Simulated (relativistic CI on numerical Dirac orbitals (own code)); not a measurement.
**What each ingredient does to the levels of Er XLVI**

Base calculation: Dirac-Coulomb-Breit CI, orbitals from a KLI potential per configuration, QED by a radiative potential, unscaled Slater integrals.

CI space (outside the closed core [Ne]): 3s2 3p6 3d5, 3s2 3p5 3d6, 3s2 3p4 3d7, 3s 3p6 3d6, 3p6 3d7, 3s 3p5 3d7, 3s2 3p6 3d4 4s, 3s2 3p6 3d4 4p, 3s2 3p4 3d6 4s, 3s2 3p5 3d5 4s, 3s2 3p6 3d4 4f, 3p6 3d6 4s, 3s2 3p6 3d3 4s2, 3s2 3p6 3d4 5s, 3p6 3d5 4s2. Levels of other configurations are missing.

Variants: (1) only the first 3 configurations. Shifts of the energy above 3s2 3p6 3d5 4P_5/2, in eV, for the lowest level and the first level of each name with at least 55 % of one term (blank where a level changes its place among those of its configuration and J or its character, or is not in the variant):

```
               Level     Base    Δ(1)
  3s2 3p6 3d5 4P_5/2    0.000   0.000
  3s2 3p6 3d5 2D_3/2   74.108  -0.057
 3s2 3p6 3d5 2I_13/2   96.020  -0.347
  3s2 3p6 3d5 4D_1/2   96.252  +0.105
  3s2 3p6 3d5 2G_7/2  106.190  +0.128
  3s2 3p6 3d5 4F_5/2  107.553  -0.078
  3s2 3p6 3d5 2G_9/2  121.685  -0.055
  3s2 3p6 3d5 2P_3/2  136.009  +0.269
  3s2 3p6 3d5 2P_1/2  168.488  +0.369
3s2 3p5 3d6 4H°_13/2  366.055  -0.054
3s2 3p5 3d6 4I°_15/2  374.220  -0.351
```

At this charge energies of transitions that change n are usually good to better than 1 %, and those within a shell (Δn = 0) to a few per cent.

Ionisation energy from the two ground configurations alone: base 3741.75 eV. The NIST ASD value (theoretical) is 3742 eV.

LS names give the leading component of a level, which can be under half, so a name can repeat, a term be missing and a line seem to break the LS rules.
